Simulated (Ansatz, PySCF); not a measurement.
System: sum formula H3GeO4, charge 0, multiplicity 2. It need not be the lowest isomer of its formula. SMILES: [OH][Ge]([O])([OH])[OH]
Structure (B3LYP-D3(BJ)/def2-TZVP (Ansatz, a first-principles code) minimum search):
```
Ge
O 1 1.7583
H 2 0.9645 1 111.82
O 1 1.7609 2 106.43 3 -14.49
H 4 0.9636 1 113.25 2 162.66
O 1 1.7683 2 116.87 3 105.13
H 6 0.9642 1 113.20 2 69.74
O 1 1.7944 2 106.13 3 -139.78
```
Charge 0, spin multiplicity 2.

Property: atomisation energy (electronic, to ground-state atoms), in kJ/mol. Correlated levels leave the core frozen unless marked. Open shells are spin-unrestricted. Spin-orbit coupling is left out. The frozen core is the preceding noble-gas configuration, with the filled d and f shells of earlier blocks. Non-relativistic. The coupled-cluster limit lacks core correlation, which all-electron functionals hold. CBS(X,Y): correlation extrapolated as X^-3; Hartree-Fock from the larger set. The bracket is a focal-point correction in the basis named.

```tsv
level	program	atomisation energy (kJ/mol)
HF/cc-pVTZ	Ansatz	1803.8
HF/def2-TZVPD	PySCF	1805.5
HF/cc-pVQZ	Ansatz	1819.0
BLYP-D3(BJ)/def2-TZVPD	Ansatz + dftd3	2836.1
BLYP/def2-TZVPD	Ansatz	2808.0
revPBE-D3(BJ)/def2-TZVPD	Ansatz + dftd3	2783.5
B3LYP-D3(BJ)/def2-TZVPD	Ansatz + dftd3	2796.8
BHLYP-D3(BJ)/def2-TZVPD	Ansatz + dftd3	2645.5
BHLYP-D4/def2-TZVPD	Ansatz + dftd4	2645.3
BHLYP/def2-TZVPD	Ansatz	2626.6
TPSSh-D4/def2-TZVPD	PySCF + dftd4	2775.8
CAM-B3LYP-D4/def2-TZVPD	Ansatz + dftd4	2831.4
LC-wPBE-D3(BJ)/def2-TZVPD	Ansatz + dftd3	2826.2
LC-wPBE-D4/def2-TZVPD	Ansatz + dftd4	2830.6
B2GP-PLYP-D3(BJ)/def2-TZVPD	Ansatz + dftd3	2793.0
B2GP-PLYP/def2-TZVPD	Ansatz	2782.8
PBE-QIDH/def2-TZVPD	Ansatz	2774.1
MP2/STO-3G	Ansatz	2041.9
CCSD/cc-pVTZ	Ansatz	2696.1
CCSD(T)/cc-pVTZ	Ansatz	2758.4
RI-MP2/CBS(cc-pVTZ,cc-pVQZ)+[CCSD(T)-MP2]/cc-pVTZ	Ansatz	2874.1
```
